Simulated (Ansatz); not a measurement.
Program: Ansatz. Geometries: PBE0-D4/def2-TZVP. ΔE: electronic, gas phase. CCSD(T)/CBS is the MP2 limit (def2-TZVPP, def2-QZVPP) plus CCSD(T) − MP2 in def2-TZVPP, frozen cores. This one scheme is used for every species. Functionals use def2-TZVPP. Each species was taken in one conformer, which may not be the lowest.

`FC[NH][AlH2]` + H₂S → `[AlH2][NH]CS` + H–F  (substitution at a C–F bond)

| level | ΔE (kJ/mol) |
| --- | --- |
| BHLYP-D4 | 4.1 |
| CAM-B3LYP-D4 | 8.0 |
| PBE-QIDH | -6.1 |
| BLYP | 11.1 |
| PBE0 | -0.5 |
| BHLYP | 11.5 |
| MP2/def2-SVP | 3.6 |
| CCSD/CBS(def2) | -6.6 |

(1) What does CCSD(T)/CBS give? (Best estimate.)

Largest T1 diagnostic among the species: 0.012.

Results:

(1) Ansatz gave: -10.1 kJ/mol. The listed levels differ from it by 14.2, 18.1, 4.0, 21.2, 9.6, 21.6, 13.7, 3.5 kJ/mol.

The D4 term adds −8.6 kJ/mol with B3LYP and −4.6 kJ/mol with PBE0; it sums over pairs of atoms, weighted by their polarisabilities, and B3LYP, whose exchange is more repulsive, gets the larger term. At CCSD(T), def2-SVP lies +22.1 kJ/mol from the extrapolated value and def2-TZVPP +6.4 kJ/mol. Leaving LDA and LC-ωPBE aside and taking each functional with its dispersion term where it has one, the values, not all of them listed here, spread over 18.4 kJ/mol, from revPBE-D4 to CAM-B3LYP-D4.

B3LYP here is the variant with VWN-RPA as its local correlation; programs differ in this.
